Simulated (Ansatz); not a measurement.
Diatomic ZnTe, multiplicity 3 (an upper state: multiplicity 1 came lower at CCSD(T)/def2-TZVPP on PBE0 minima). No spin–orbit coupling. Zn is treated without relativity.

Seven points along R, fitted to fifth degree in 1/R; most abundant isotopes. In def2 and cc sets the state is the lowest found near the PBE0 minimum, followed along R.

Correlated levels freeze the inner cores; with def2 sets outer-core shells near the valence are correlated too.

The values were computed with Ansatz (a quantum-chemistry and plane-wave program). Values without a source in brackets are computed. In def2 rows elements past Kr take small-core potentials, without spin–orbit coupling.

Energies at CCSD(T)/def2-TZVPP:

```tsv
R (Å)	E (hartree)
2.420819	-2045.98911207
2.485894	-2045.99188298
2.545764	-2045.99323742
2.613443	-2045.99371095
2.681122	-2045.99334603
2.759213	-2045.99219796
2.850319	-2045.99025157
```

### Question
With a reduced mass of 42.8446 u, find the minimum, the force constant and the constants.

### Answer
A fifth-degree polynomial in 1/R puts the minimum at r_e = 2.6142 Å with force constant 79.1 N/m. Then ω_e = (1/2πc)√(k/μ) = 177 cm⁻¹ and B_e = h/(8π²cμr_e²) = 0.05757 cm⁻¹; the cubic and quartic terms give α_e = 0.00035 and ω_e x_e = 1.1 cm⁻¹.
